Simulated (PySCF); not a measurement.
# Whose spectrum? (N-doped PAH)

All values: TDA PBE0/6-31G*, gas phase, PySCF SCF with an in-house response code, fitting set def2-universal-JFIT up to Ne and JKFIT beyond, grid level 1 (kernel 0), vertical, one conformer each, geometries GFN2-xTB; core orbitals frozen in the response, virtual orbitals above 1.5 Eh left out. The lowest 6 singlets were sought, and the brightest is taken among them. The runs took 1 to 20 CPU minutes each on shared server CPUs.

One system has its HOMO at -5.69 eV, its LUMO at -1.38 eV and these singlet states:

| state | eV | f |
| --- | --- | --- |
| S1 | 3.43 | 0.025 |
| S2 | 3.74 | 0.001 |
| S3 | 3.90 | 0.054 |
| S4 | 4.08 | 0.052 |
| S5 | 4.26 | 0.113 |
| S6 | 4.50 | 0.081 |

(1) Which is it?
A. c1ccc2c(c1)ccc1ccc3ccc4cccnc4c3c12 (C21H13N)
B. C1=CB2C=CN3C=Cc4ccc5ccccc5c4C3=C2C=C1 (C20H14BN)
C. CC1(C)OB(c2cccc3c2ccc2ccc4ccc5c(B6OC(C)(C)C(C)(C)O6)cccc5c4c23)OC1(C)C (C34H36B2O4)
D. CC1(C)C=Cc2ccc3ccc4ccc5ccccc5c4c3c21 (C23H18)
E. c1ccc2c(c1)ccc1sc3ccc4ccccc4c3c12 (C20H12S)

(2) How do the candidates compare?

Results:

(1) A.

(2) 
```csv
system,HOMO / eV,LUMO / eV,S1 / eV,f(S1),brightest state sought / eV
C1=CB2C=CN3C=Cc4ccc5ccccc5c4C3=C2C=C1,-5.39,-1.61,3.08,0.042,3.37
CC1(C)C=Cc2ccc3ccc4ccc5ccccc5c4c3c21,-5.47,-1.20,3.52,0.003,4.34
CC1(C)OB(c2cccc3c2ccc2ccc4ccc5c(B6OC(C)(C)C(C)(C)O6)cccc5c4c23)OC1(C)C,-5.52,-1.10,3.49,0.000,3.94
c1ccc2c(c1)ccc1ccc3ccc4cccnc4c3c12,-5.69,-1.38,3.43,0.025,4.26
c1ccc2c(c1)ccc1sc3ccc4ccccc4c3c12,-5.66,-1.38,3.82,0.372,3.82
```
